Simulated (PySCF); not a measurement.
SiHF3, SMILES F[SiH](F)F. Coordinates come from a B3LYP-D3(BJ)/def2-SVP optimisation.

Computed equilibrium geometry at B3LYP-D3(BJ)/def2-SVP (PySCF confirms it by a frequency run) as a Z-matrix, and its point group:
point group C3v.
```
Si
F 1 1.6025
F 1 1.6025 2 108.01
F 1 1.6025 2 108.01 3 116.59
H 1 1.4643 2 110.89 3 -121.70
```
Charge 0, spin multiplicity 1.
